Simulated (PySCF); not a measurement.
A calculated (B2PLYP, PySCF 2.14, aug-cc-pwCVQZ, the non-relativistic Hamiltonian (point nucleus)) atom or ion has these occupied shells.

```json
{"shell": "1s β", "electrons": "1", "orbital energy (eV)": "-8229.2", "rms radius, mean of both spins (bohr)": "0.0635"}
{"shell": "1s α", "electrons": "1", "orbital energy (eV)": "-8229.2", "rms radius, mean of both spins (bohr)": "0.0635"}
{"shell": "2s α", "electrons": "1", "orbital energy (eV)": "-1001.9", "rms radius, mean of both spins (bohr)": "0.269"}
{"shell": "2s β", "electrons": "1", "orbital energy (eV)": "-1001.1", "rms radius, mean of both spins (bohr)": "0.269"}
{"shell": "2p α", "electrons": "3", "orbital energy (eV)": "-872.90", "rms radius, mean of both spins (bohr)": "0.240"}
{"shell": "2p β", "electrons": "3", "orbital energy (eV)": "-872.20", "rms radius, mean of both spins (bohr)": "0.240"}
{"shell": "3s α", "electrons": "1", "orbital energy (eV)": "-124.82", "rms radius, mean of both spins (bohr)": "0.811"}
{"shell": "3s β", "electrons": "1", "orbital energy (eV)": "-122.90", "rms radius, mean of both spins (bohr)": "0.811"}
{"shell": "3p α", "electrons": "3", "orbital energy (eV)": "-84.572", "rms radius, mean of both spins (bohr)": "0.861"}
{"shell": "3p β", "electrons": "3", "orbital energy (eV)": "-82.390", "rms radius, mean of both spins (bohr)": "0.861"}
{"shell": "3d α", "electrons": "5", "orbital energy (eV)": "-17.972", "rms radius, mean of both spins (bohr)": "1.22"}
{"shell": "3d β", "electrons": "4", "orbital energy (eV)": "-16.769", "rms radius, mean of both spins (bohr)": "1.22"}
```

Problem. Name the element and its charge.

Solution. Ni⁺ (nickel, charge +1), in [Ar] 3d9, 2D determinant.
